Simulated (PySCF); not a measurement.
PW91 on Sm (samarium, neutral)

Configuration: [Xe] 4f7 6s1, high-spin 9S determinant (an excited configuration). Computed with PySCF 2.14 in x2c-TZVPPall (11s7p7d4f2g, 113 functions), with the spin-free X2C one-electron Hamiltonian (Gaussian nucleus).

```json
{
 "Total energy": "-10427.49 hartree",
 "One-electron energy": "-14265.26 hartree",
 "Hartree (Coulomb) energy": "4078.06 hartree",
 "Exchange-correlation energy": "-240.29 hartree",
 "⟨S²⟩": "20.0038",
 "⟨L²⟩": "0.000",
 "Sum of ⟨r⟩": "42.30 bohr",
 "Sum of ⟨r²⟩": "73.08 bohr²",
 "Langevin diamagnetic susceptibility": "-57.9 ×10⁻⁶ cm³/mol"
}
```

```json
{"shell": "1s α", "electrons": "1", "mean orbital energy (hartree)": "-1710.98786", "rms radius, mean of both spins (bohr)": "0.0259"}
{"shell": "1s β", "electrons": "1", "mean orbital energy (hartree)": "-1710.98723", "rms radius, mean of both spins (bohr)": "0.0259"}
{"shell": "2s α", "electrons": "1", "mean orbital energy (hartree)": "-279.34965", "rms radius, mean of both spins (bohr)": "0.105"}
{"shell": "2s β", "electrons": "1", "mean orbital energy (hartree)": "-279.34809", "rms radius, mean of both spins (bohr)": "0.105"}
{"shell": "2p α", "electrons": "3", "mean orbital energy (hartree)": "-249.58766", "rms radius, mean of both spins (bohr)": "0.0940"}
{"shell": "2p β", "electrons": "3", "mean orbital energy (hartree)": "-249.58639", "rms radius, mean of both spins (bohr)": "0.0940"}
{"shell": "3s α", "electrons": "1", "mean orbital energy (hartree)": "-60.95895", "rms radius, mean of both spins (bohr)": "0.272"}
{"shell": "3s β", "electrons": "1", "mean orbital energy (hartree)": "-60.88886", "rms radius, mean of both spins (bohr)": "0.272"}
{"shell": "3p α", "electrons": "3", "mean orbital energy (hartree)": "-51.61765", "rms radius, mean of both spins (bohr)": "0.272"}
{"shell": "3p β", "electrons": "3", "mean orbital energy (hartree)": "-51.54839", "rms radius, mean of both spins (bohr)": "0.272"}
{"shell": "3d α", "electrons": "5", "mean orbital energy (hartree)": "-38.76096", "rms radius, mean of both spins (bohr)": "0.250"}
{"shell": "3d β", "electrons": "5", "mean orbital energy (hartree)": "-38.70711", "rms radius, mean of both spins (bohr)": "0.250"}
{"shell": "4s α", "electrons": "1", "mean orbital energy (hartree)": "-11.90673", "rms radius, mean of both spins (bohr)": "0.616"}
{"shell": "4s β", "electrons": "1", "mean orbital energy (hartree)": "-11.72519", "rms radius, mean of both spins (bohr)": "0.616"}
{"shell": "4p α", "electrons": "3", "mean orbital energy (hartree)": "-8.83229", "rms radius, mean of both spins (bohr)": "0.655"}
{"shell": "4p β", "electrons": "3", "mean orbital energy (hartree)": "-8.65008", "rms radius, mean of both spins (bohr)": "0.655"}
{"shell": "4d α", "electrons": "5", "mean orbital energy (hartree)": "-4.47274", "rms radius, mean of both spins (bohr)": "0.726"}
{"shell": "4d β", "electrons": "5", "mean orbital energy (hartree)": "-4.29016", "rms radius, mean of both spins (bohr)": "0.726"}
{"shell": "5s α", "electrons": "1", "mean orbital energy (hartree)": "-1.41559", "rms radius, mean of both spins (bohr)": "1.53"}
{"shell": "5s β", "electrons": "1", "mean orbital energy (hartree)": "-1.30019", "rms radius, mean of both spins (bohr)": "1.53"}
{"shell": "5p α", "electrons": "3", "mean orbital energy (hartree)": "-0.70497", "rms radius, mean of both spins (bohr)": "1.86"}
{"shell": "5p β", "electrons": "3", "mean orbital energy (hartree)": "-0.61423", "rms radius, mean of both spins (bohr)": "1.86"}
{"shell": "6s α", "electrons": "1", "mean orbital energy (hartree)": "-0.09562", "rms radius, mean of both spins (bohr)": "5.16"}
{"shell": "4f α", "electrons": "7", "mean orbital energy (hartree)": "0.12277", "rms radius, mean of both spins (bohr)": "1.26"}
```

Spin-orbit coupling, which splits the p, d and f shells strongly at this Z, is absent. At PW91 the highest occupied level has a positive energy, so only the finite basis holds that electron; for this excited configuration the basis is too tight for the outer shell.

Densities and radii are taken from the X2C orbitals without a picture-change correction, which distorts them close to the nucleus.
